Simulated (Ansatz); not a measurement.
`F[Si](F)(I)I` + HCl → `F[Si](F)(Cl)I` + HI at 700 K and 1 bar (ligand exchange at the Si–I bond).

Program: Ansatz. Geometries: PBE0-D4/def2-TZVP. ΔE: electronic, gas phase. CBS: MP2 limit from def2 TZ/QZ plus the TZ coupled-cluster correction, frozen cores. This one scheme is used for every species. def2 core potentials past Kr. For I outer-core shells are correlated without core-valence functions, which leaves a few kJ/mol of doubt a bond.

```csv
species,CCSD(T)/CBS energy (Eh),H − E (kJ/mol),S (J/(mol·K))
`F[Si](F)(I)I`,-1083.76165,80.1,447.0
HCl,-460.38127,38.4,211.8
`F[Si](F)(Cl)I`,-1246.11308,80.7,430.3
HI,-298.03592,34.6,231.7
```

H − E and S are ideal-gas, rigid-rotor, harmonic terms from PBE0-D4/def2-TZVP. 1 Eh = 2625.50 kJ/mol, R = 8.31446 J/(mol·K).

Question: By hand: ΔE, ΔH, ΔS and ΔG.

Answer: ΔE = (-1246.11308) + (-298.03592) − (-1083.76165) − (-460.38127) = -0.00608 Eh = -16.0 kJ/mol. Δ(H − E) = 80.7 + 34.6 − 80.1 − 38.4 = -3.2, so ΔH = -19.2 kJ/mol. ΔS = 430.3 + 231.7 − 447.0 − 211.8 = 3.2 J/(mol·K). ΔG = -19.2 − 700 × (3.2)/1000 = -21.4 kJ/mol.

Question: By hand: the equilibrium constant, and the temperature at which ΔG would vanish if ΔH and ΔS stayed fixed.

Answer: log₁₀ K = −ΔG/(RT ln 10) = 1.6. ΔH and −TΔS have one sign here, so there is no such temperature.

The number of gas molecules stays the same, so ΔS is small and ΔH decides. A doubt of 5 kJ/mol in ΔE shifts log₁₀ K by 0.4 here. These are equilibria of isolated gas molecules and say nothing of rates. Largest T1 diagnostic: 0.010 (customary marks: 0.02 for closed shells, 0.045 for open ones).

ΔS is within the doubt of such terms, so its sign, and with it that verdict, could turn.
